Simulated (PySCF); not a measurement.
**Exercise with solution: dipole moment from atomic charges**

Zn(NH2)(SH) (H3NSZn), SMILES [NH2][Zn][SH]. Atoms are numbered in the order given.

```xyz
6

Zn    -0.0104    -0.3509     0.0000
N      0.0952    -2.1743     0.0000
H     -0.2412    -2.6598    -0.8206
H     -0.2412    -2.6598     0.8206
S      0.0863     1.8190     0.0000
H     -1.2512     1.9626     0.0000
```
Charge 0, spin multiplicity 1.

Geometry optimised at B3LYP-D3(BJ)/def2-TZVP. Other conformers were not sampled.

Charges (e) from PySCF with PBE0/def2-TZVPD:

```tsv
atom	IAO	ESP fit
Zn1	1.284	0.629
N2	-1.179	-0.872
H3	0.260	0.271
H4	0.260	0.271
S5	-0.727	-0.403
H6	0.102	0.104
```

The dipole moment of the full density is 2.01 D.

Question: What dipole moment does each set of point charges give, and which comes closer to that of the density?

Answer: 
μ = Σ q r, and 1 e Å = 4.8032 D.
IAO: Σ q r = (-0.441, -0.392, 0.000) e Å, |μ| = 2.84 D.
ESP fit: Σ q r = (-0.385, -0.295, 0.000) e Å, |μ| = 2.33 D.
ESP fit comes closer in size. Point charges leave out the atoms' own dipoles (lone pairs, polarised bonds); fits to the potential absorb them, partitions of the density don't.
